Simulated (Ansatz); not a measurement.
Frontier orbitals of `[CH3][In]([Cl])[C]#N`.

Cartesian coordinates in Å:
```
C 1.278 0.760 -0.272
In -0.658 0.062 0.238
Cl -2.277 1.474 1.117
C -1.407 -1.911 0.054
N -1.764 -3.001 -0.067
H 2.008 0.305 0.398
H 1.310 1.843 -0.173
H 1.510 0.469 -1.296
```

The species carries charge 0 and has multiplicity 1. Correlated methods include outer-core shells of In, which these sets cover unevenly. In: def2 effective core potential. The geometry is a stationary point of PBE0-D4/def2-TZVP. Basis def2-TZVPP, Ansatz.

A caution on the coupled-cluster cation, which keeps the state that its UHF reference found: large T1 diagnostic of the cation.

Q: Compute the vertical ionisation energy as the energy of the cation minus that of the neutral molecule, at each level. (An estimate is asked.)

A: The calculation gave: 
```json
{"level": "PBE-D4/def2-TZVPP", "IE (eV)": "10.22", "difference from CCSD(T)/def2-TZVPP": "-0.83"}
{"level": "r2SCAN-D4/def2-TZVPP", "IE (eV)": "10.43", "difference from CCSD(T)/def2-TZVPP": "-0.62"}
{"level": "PBE0-D4/def2-TZVPP", "IE (eV)": "10.73", "difference from CCSD(T)/def2-TZVPP": "-0.32"}
{"level": "B3LYP-D4/def2-TZVPP", "IE (eV)": "10.68", "difference from CCSD(T)/def2-TZVPP": "-0.37"}
{"level": "ωB97X-V/def2-TZVPP", "IE (eV)": "11.13", "difference from CCSD(T)/def2-TZVPP": "0.08"}
{"level": "ωB97M-V/def2-TZVPP", "IE (eV)": "11.10", "difference from CCSD(T)/def2-TZVPP": "0.05"}
{"level": "B2PLYP/def2-TZVPP", "IE (eV)": "10.84", "difference from CCSD(T)/def2-TZVPP": "-0.21"}
{"level": "HF/def2-TZVPP", "IE (eV)": "10.34", "difference from CCSD(T)/def2-TZVPP": "-0.71"}
{"level": "MP2/def2-TZVPP", "IE (eV)": "11.40", "difference from CCSD(T)/def2-TZVPP": "0.35"}
{"level": "CCSD/def2-TZVPP", "IE (eV)": "11.10", "difference from CCSD(T)/def2-TZVPP": "0.05"}
{"level": "CCSD(T)/def2-TZVPP", "IE (eV)": "11.05", "difference from CCSD(T)/def2-TZVPP": "0.00"}
{"level": "HF/def2-QZVPP", "IE (eV)": "10.32", "difference from CCSD(T)/def2-TZVPP": "-0.73"}
{"level": "MP2/def2-QZVPP", "IE (eV)": "11.52", "difference from CCSD(T)/def2-TZVPP": "0.47"}
```

B3LYP here is the variant with VWN-RPA as its local correlation; programs differ in this.
